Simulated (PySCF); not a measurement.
## Distorted geometries of [Gd(H2O)]3+

[Gd(H2O)]3+ (singlet in the valence; each metal's 4f electrons, 7 of them, lie in its core potential, out of spins and levels). PySCF 2.14.0, RKS PBE0, Gd lcecp-1-SVP with ECP53, O def2-SVP, H def2-SVP; non-relativistic Hamiltonian with scalar-relativistic core potentials where named; density fitting; no spin-orbit coupling. Relaxed geometry:

```xyz
4

Gd    0.0000    0.0000   -0.0753
O     0.0000    0.0000    2.1248
H     0.7796    0.0000    2.7543
H    -0.7796    0.0000    2.7543
```

Task: Order these distorted geometries by energy above the relaxed one, lowest first.
A.
```xyz
4

Gd    0.0176   -0.0178   -0.0511
O    -0.0361   -0.0051    2.1190
H     0.8174   -0.0114    2.7502
H    -0.7989    0.0343    2.7400
```
B.
```xyz
4

Gd    0.1055   -0.0435   -0.1512
O     0.0310    0.0668    2.1193
H     0.6005    0.0451    2.8585
H    -0.7370   -0.0683    2.7314
```
C.
```xyz
4

Gd    0.0475   -0.1343   -0.2723
O    -0.0812   -0.1046    2.1940
H     0.9373    0.2105    2.8141
H    -0.9036    0.0284    2.8222
```

Result: A (0.08 eV), B (0.34 eV), C (1.23 eV).

Task: Which forces (eV/Å) act in the one that lies 1.23 eV up?

Result: 
```
Gd  -0.29 -0.11  2.16
O    2.97  1.76  0.54
H   -4.36 -1.35 -1.86
H    1.68 -0.30 -0.84
```
Forces carry noise of the integration grid, about 0.01 to 0.03 eV/Å.

An lcecp potential fixes the number of 4f electrons, so in runs with it no electron can move into or out of that shell.
